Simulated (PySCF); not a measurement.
Species: C7H9FO.
SMILES with atom numbers: `[CH2:1]=[CH:2][C:3]1([C:4](=[O:5])[F:6])[CH2:7][CH2:8][CH2:9]1` (hydrogens: H10, H11 on C1; H12 on C2; H13, H14 on C7; H15, H16 on C8; H17, H18 on C9)

Cartesian coordinates in Å at the PBE0-D3(BJ)/def2-SVP level; atoms count from 1:
```
atom  x, y, z in Å
C1     2.3357   -0.3443   -0.7974
C2     1.2285    0.3776   -0.9604
C3     0.0273    0.3394   -0.0621
C4    -0.0153    1.6044    0.7609
O5    -0.8469    2.4474    0.7771
F6     1.0589    1.6944    1.5572
C7    -1.3489    0.0578   -0.7092
C8    -1.7014   -0.8285    0.4997
C9    -0.2061   -0.8921    0.8595
H10    2.4505   -1.0386    0.0401
H11    3.1727   -0.2627   -1.4951
H12    1.1514    1.0751   -1.8041
H13   -1.9784    0.9356   -0.9087
H14   -1.2238   -0.5265   -1.6321
H15   -2.2832   -0.2756    1.2520
H16   -2.2101   -1.7817    0.2982
H17    0.0893   -0.8002    1.9146
H18    0.2866   -1.7767    0.4308
```

All values: PBE0/pcSseg-1 (PySCF, non-relativistic), on one gas-phase PBE0-D3(BJ)/def2-SVP geometry that isn't relaxed in the solvent. The solvent is an IEF-PCM continuum (Bondi radii, 1.10 Å for H, scaled by 1.2). The model holds no explicit solvent molecules, cavitation or dispersion.

| run | E − E(gas) (kJ/mol) | HOMO (eV) | HOMO–LUMO gap (eV) | dipole (D) |
| --- | --- | --- | --- | --- |
| gas | 0.00 | -7.82 | 7.07 | 2.98 |
| P | -19.05 | -7.68 | 6.92 | 3.66 |
| Q | -8.92 | -7.74 | 7.00 | 3.29 |

The runs were made in benzene and methanol. Which run belongs to which solvent?

P = methanol, Q = benzene. The dielectric constants are 2.271 (benzene), 32.61 (methanol), and the energy falls further as ε rises. In this model the ground state sees the solvent through ε alone.

How constant is the ratio of the lowering to (ε − 1)/(2ε + 1)?

```csv
solvent,(ε − 1)/(2ε + 1),E − E(gas) (kJ/mol),ratio (kJ/mol),polarisation term (kJ/mol)
benzene,0.229,-8.92,-38.9,-9.41
methanol,0.477,-19.05,-39.9,-21.28
```

The ratio changes by +2.5 % in size from benzene to methanol. The polarisation term is half the interaction of the solute with the induced surface charges.
